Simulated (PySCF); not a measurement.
Geometries of 4 isomers of C2H6OSSi, from PySCF 2.14.0, PBE0-D3(BJ)/def2-SVP geometry optimisation, gas phase. One conformer each, no zero-point energy, no frequencies.

Question: Which isomer lies lowest at this level?
A.
```xyz
11
angstrom
C     -1.933   -0.097    0.327
C     -1.408    0.264   -0.848
S      0.190    0.948   -1.152
Si     1.351    0.018    0.413
O      2.945    0.121   -0.029
H     -1.408    0.024    1.279
H     -2.936   -0.528    0.367
H     -1.991    0.156   -1.768
H      1.261    0.729    1.715
H      0.842   -1.380    0.544
H      3.185   -0.277   -0.872
```
B.
```xyz
11
angstrom
C     -1.801   -0.033   -0.163
C     -0.429   -0.381    0.301
S     -0.132   -1.456    1.491
Si     1.099    0.433   -0.504
O      2.431   -0.128    0.298
H     -1.968    1.053   -0.056
H     -1.896   -0.248   -1.242
H     -2.577   -0.581    0.389
H      1.104    0.062   -1.951
H      0.966    1.915   -0.391
H      2.155   -0.785    0.962
```
C.
```xyz
11
angstrom
O      0.331   -1.358    1.694
S      0.537   -1.327    0.209
C     -0.977   -0.485   -0.480
Si    -0.217    1.220   -0.144
C      1.428    0.276   -0.128
H     -1.081   -0.725   -1.551
H     -1.853   -0.852    0.072
H     -0.378    2.227   -1.237
H     -0.604    1.833    1.154
H      1.924    0.228   -1.112
H      2.176    0.423    0.662
```
D.
```xyz
11
angstrom
C     -1.707    0.307   -0.049
C     -0.266    0.658   -0.207
S      0.302    2.069   -0.821
O      0.539   -0.299    0.224
Si     2.253   -0.088    0.150
H     -1.943    0.248    1.027
H     -1.892   -0.693   -0.472
H     -2.353    1.052   -0.525
H      2.715   -1.383    0.723
H      2.710    0.042   -1.258
H      2.684    1.040    1.014
```

Answer: A. That is `C(=C)S[SiH2]O`, 3.6 kcal/mol below the next.

```json
{"SMILES": "C=CS[SiH2]O", "atoms numbered as above": "[CH2:1]=[CH:2][S:3][SiH2:4][OH:5]", "E (Eh)": "-841.99928", "relative (kcal/mol)": "0.0", "relative (kJ/mol)": "0.0", "dipole (D)": "1.61"}
{"SMILES": "CC(=S)O[SiH3]", "atoms numbered as above": "[CH3:1][C:2](=[S:3])[O:4][SiH3:5]", "E (Eh)": "-841.99349", "relative (kcal/mol)": "3.6", "relative (kJ/mol)": "15.2", "dipole (D)": "1.66"}
{"SMILES": "CC(=S)[SiH2]O", "atoms numbered as above": "[CH3:1][C:2](=[S:3])[SiH2:4][OH:5]", "E (Eh)": "-841.98890", "relative (kcal/mol)": "6.5", "relative (kJ/mol)": "27.3", "dipole (D)": "2.44"}
{"SMILES": "O=S1C[SiH2]C1", "atoms numbered as above": "[O:1]=[S:2]1[CH2:3][SiH2:4][CH2:5]1", "E (Eh)": "-841.90411", "relative (kcal/mol)": "59.7", "relative (kJ/mol)": "249.9", "dipole (D)": "3.64"}
```

As drawn, the lowest has an O–H bond, an Si–O bond and a C=C bond outside aromatic rings, which the highest lacks; the highest has a four-membered ring, an Si–C bond and an S=O bond, which the lowest lacks.
